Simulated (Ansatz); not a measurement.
Relaxation of C2H10S2Si2 (16 atoms, charge 0, multiplicity 1), to a largest force component of 0.02 eV/Å in at most 50 steps.

These are results of Ansatz, RKS B3LYP-D4/6-31G*, not measurements.

```xyz
16
Properties=species:S:1:pos:R:3:forces:R:3
C 0.544 -2.261 -1.019 -2.22 2.09 -1.15
Si 0.468 -0.441 -0.517 1.48 -0.55 0.75
C 1.401 0.631 -1.695 2.26 0.78 1.30
S -1.514 0.232 -0.493 -1.81 -1.27 -0.62
S -1.388 2.016 0.470 0.28 1.63 0.68
Si -1.701 1.422 2.528 -0.07 -0.47 -0.04
H 0.102 -2.344 -2.029 0.30 -0.25 0.23
H -0.045 -2.820 -0.347 -0.76 -0.99 0.90
H 1.523 -2.587 -1.004 2.34 -0.85 -0.10
H 1.023 -0.316 0.882 -0.12 0.06 -0.32
H 1.010 0.587 -2.672 -0.53 -0.17 -1.45
H 2.496 0.313 -1.719 -1.17 0.39 -0.08
H 1.382 1.703 -1.378 0.01 -0.67 -0.13
H -0.725 0.383 2.913 0.11 -0.13 -0.03
H -1.533 2.569 3.421 0.09 0.50 0.07
H -3.065 0.891 2.705 -0.18 -0.10 -0.03
```

Where does it end, and by what steps?

It converged. The force dipped under the threshold on the way, but the program's further checks kept it going. After 10 steps the energy has fallen by 0.424 eV; H15 moved furthest, 0.27 Å.

| step | energy less start (eV) | largest force component (eV/Å) | accepted |
| --- | --- | --- | --- |
| 0 | 0.0000 | 2.338 | yes |
| 1 | -0.3794 | 0.667 | yes |
| 2 | -0.4133 | 0.175 | yes |
| 3 | -0.4186 | 0.064 | yes |
| 4 | -0.4196 | 0.053 | yes |
| 5 | -0.4198 | 0.085 | yes |
| 6 | -0.4216 | 0.032 | yes |
| 7 | -0.4228 | 0.011 | yes |
| 8 | -0.4234 | 0.029 | yes |
| 9 | -0.4233 | 0.030 | no |
| 10 | -0.4236 | 0.011 | yes |

```xyz
16
Properties=species:S:1:pos:R:3
C 0.513 -2.281 -1.123
Si 0.499 -0.512 -0.478
C 1.434 0.669 -1.598
S -1.610 0.036 -0.379
S -1.432 1.997 0.443
Si -1.694 1.494 2.531
H 0.061 -2.343 -2.119
H -0.032 -2.959 -0.457
H 1.545 -2.643 -1.200
H 1.047 -0.446 0.904
H 1.065 0.608 -2.628
H 2.505 0.428 -1.602
H 1.321 1.703 -1.255
H -0.641 0.547 2.977
H -1.572 2.783 3.263
H -3.031 0.895 2.765
```

Whether the end is a true minimum wasn't checked by a vibrational analysis.

The run took 40 s on 2 threads of Intel(R) Xeon(R) 6975P-C (Granite Rapids), with other jobs on the host, peak memory 0.37 GiB.
